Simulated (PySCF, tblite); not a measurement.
C8H18S.
Structure used (GFN2-xTB), in Å, numbered top down from 1:
```xyz
27
C8H18S angstrom
C     -2.0305   -1.7346    0.0313
C     -0.5712   -1.3158    0.1889
C     -0.2755    0.1771   -0.0610
C     -1.1140    1.0427    0.8910
C     -0.6768    0.5031   -1.5080
S     -0.1953    2.1614   -2.1050
C      1.2310    0.4932    0.1589
C      2.1688   -0.2421   -0.8003
C      1.7036    0.2428    1.5917
H     -2.1304   -2.7874    0.2878
H     -2.6799   -1.1673    0.6921
H     -2.3746   -1.6083   -0.9920
H     -0.2583   -1.5580    1.2055
H      0.0289   -1.9161   -0.4966
H     -0.7171    2.0546    0.9427
H     -1.1130    0.6252    1.8938
H     -2.1470    1.1010    0.5544
H     -1.7566    0.4358   -1.6337
H     -0.2053   -0.1854   -2.2074
H     -1.0272    2.8442   -1.3232
H      1.3482    1.5652   -0.0391
H      2.1085   -1.3199   -0.6716
H      3.1936    0.0608   -0.5961
H      1.9551    0.0031   -1.8367
H      1.0895    0.7670    2.3176
H      2.7251    0.6022    1.6975
H      1.7005   -0.8181    1.8297
```

Computed with PBE0/pcSseg-1 in PySCF (dipole) on a GFN2-xTB geometry, gas phase.

Masses are those of the commonest isotopes; rigid-rotor values at the optimised geometry. The values belong to one conformer with, in the numbering `[CH3:1][CH2:2][C@:3]([CH3:4])([CH2:5][SH:6])[CH:7]([CH3:8])[CH3:9]`, C1–C2–C3–C4 58°, C2–C3–C5–S6 -172°, C3–C5–S6–H -69°, C2–C3–C7–C8 63°.

**Question.** What are A, B and C (cm⁻¹)?

**Answer.** Ia = 364.62, Ib = 455.74, Ic = 607.87 u·Å²; 505379 MHz·u·Å²/I gives 1386, 1109 and 831.4 MHz, that is A = 0.04623, B = 0.03699, C = 0.02773 cm⁻¹.

**Question.** Classify the top.

**Answer.** An asymmetric top; Ray's κ = 0.001.

**Question.** Is it planar, by Δ = Ic − Ia − Ib?

**Answer.** Not planar: Δ = Ic − Ia − Ib = -212.49 u·Å². For a rigid frame Δ = −2 Σ m c², so Σ m c² = 106.25 u·Å² lies off the ab plane: 34.80 from hydrogen and 71.45 from heavier atoms. The atom farthest from that plane is 2.24 Å away.

**Question.** Give the other two planar moments, Paa and Pbb, and the rms extents of the mass along the axes.

**Answer.** Paa = Σ m a² = (Ib + Ic − Ia)/2 = 349.49 and Pbb = Σ m b² = (Ia + Ic − Ib)/2 = 258.38 u·Å². With the mass M = 146.11 u, the rms extents √(P/M) along a, b and c are 1.55, 1.33, 0.85 Å.

**Question.** Where do the levels up to J = 2 lie, in cm⁻¹?

**Answer.** Above 0(0,0):
J = 1: 1(0,1) 0.0647, 1(1,1) 0.0740, 1(1,0) 0.0832
J = 2: 2(0,2) 0.1899, 2(1,2) 0.1942, 2(1,1) 0.2219, 2(2,1) 0.2497, 2(2,0) 0.2540
The levels of one J sum to (2J + 1)J(J + 1)(A + B + C)/3.

**Question.** Which types of transition are allowed, and where do some lines up to J = 5 fall?

**Answer.** The dipole components are |μa| = 1.55 D, |μb| = 0.64 D, |μc| = 0.51 D. The squared components, which scale the intensities, stand as 1.00 : 0.17 : 0.11 (a : b : c). Some lines, for components of 0.1 D or more:

| type | branch | J(Ka,Kc) | MHz | lower level (cm⁻¹) |
| --- | --- | --- | --- | --- |
| b | Q | 4(3,2) ← 4(2,3) | 2430 | 0.699 |
| b | Q | 4(4,0) ← 4(3,1) | 2531 | 0.789 |
| b | Q | 4(4,1) ← 4(3,2) | 2772 | 0.780 |
| c | Q | 5(5,1) ← 5(4,1) | 3396 | 1.209 |
| b | Q | 5(1,4) ← 5(0,5) | 3402 | 0.897 |
| b | R | 3(0,3) ← 2(1,2) | 5294 | 0.194 |
| b | R | 3(2,1) ← 2(1,2) | 8012 | 0.194 |
| b | R | 4(3,2) ← 3(2,1) | 9558 | 0.461 |
| c | R | 4(1,3) ← 3(0,3) | 9594 | 0.371 |
| b | R | 4(4,1) ← 3(3,0) | 10667 | 0.517 |
| c | R | 5(3,2) ← 4(2,2) | 11848 | 0.740 |

Its lowest GFN2-xTB frequency is 3i cm⁻¹, too small to tell a flat minimum from a shallow saddle. Zero-point vibration and centrifugal distortion are left out. A rigid rotor knows nothing of internal rotation, which can split or shift real lines.
